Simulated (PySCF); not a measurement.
Stepwise substitution at one centre (Ga F-SiH3). Gas-phase values, no solvent. Strings in code marks are SMILES.

Calculation: r2SCAN-D4/def2-TZVP (PySCF). All candidates: neutral, multiplicity 1. Excitations are Tamm–Dancoff values on a coarser integration grid. The basis has no diffuse functions, so Rydberg states are missing or too high.

| Property | Result |
|---|---|
| T1 excitation (TDA) | 5.02 eV |
| S1 excitation (TDA) | 6.14 eV |
| LUMO | -2.36 eV |

Q: Name which member has these values.
A. `[F][Ga]([SiH3])[SiH3]`
B. `[F][Ga]([F])[SiH3]`
C. `[F][Ga]([F])[F]`
D. `[SiH3][Ga]([SiH3])[SiH3]`

A: B, `[F][Ga]([F])[SiH3]`. The others give `[F][Ga]([F])[F]`: 6.80 eV, 7.17 eV, -3.03 eV; `[F][Ga]([SiH3])[SiH3]`: 3.27 eV, 3.98 eV, -2.82 eV; `[SiH3][Ga]([SiH3])[SiH3]`: 2.76 eV, 3.40 eV, -3.26 eV
